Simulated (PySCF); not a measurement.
# TPSS on N²⁺ (nitrogen, charge +2)

Configuration: [He] 2s1 2p2, high-spin 4P determinant (an excited configuration). Calculation: PySCF 2.14, in ANO-R3 (4s4p2d1f, 33 functions); scalar relativity by spin-free X2C-1e.

```json
{
 "Total energy": "-52.7554 hartree",
 "One-electron energy": "-65.3434 hartree",
 "Hartree (Coulomb) energy": "18.6284 hartree",
 "Exchange-correlation energy": "-6.0404 hartree",
 "⟨S²⟩": "3.7500",
 "⟨L²⟩": "2.001",
 "Sum of ⟨r⟩": "3.860 bohr",
 "Sum of ⟨r²⟩": "4.835 bohr²",
 "Traceless quadrupole moment −½Σ⟨3z² − r²⟩ along its main axis": "0.636 e·bohr²",
 "Langevin diamagnetic susceptibility": "-3.83 ×10⁻⁶ cm³/mol"
}
```

```
shell  electrons  mean orbital energy (hartree)  rms radius, mean of both spins (bohr)
 1s α          1                      -15.66093                                  0.266
 1s β          1                      -15.56392                                  0.266
 2s α          1                       -1.88868                                   1.26
 2p α          2                       -1.45676                                   1.25
```
